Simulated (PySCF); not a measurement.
B(Cl)(Br)(OMe) (CH₃BBrClO), SMILES COB(Cl)Br. Geometry optimised at PBE-D3(BJ)/def2-SVP. The values are those of a single conformer.

Q: Give the equilibrium geometry at PBE-D3(BJ)/def2-SVP (PySCF confirms it by a frequency run) as Cartesian coordinates in Å. (An estimate is asked for; the answer gives what the named calculation found.)

A: Several could match; the one computed here: 
```xyz
8

B     -0.2275    -0.5666     0.1240
Cl    -0.5842    -1.2340     1.7171
Br     0.4808     1.2379    -0.0083
O     -0.4608    -1.3368    -0.9496
C     -0.2472    -1.0037    -2.3152
H      0.4708    -1.7290    -2.7472
H     -1.2109    -1.0947    -2.8548
H      0.1487     0.0257    -2.4316
```
Charge 0, spin multiplicity 1.
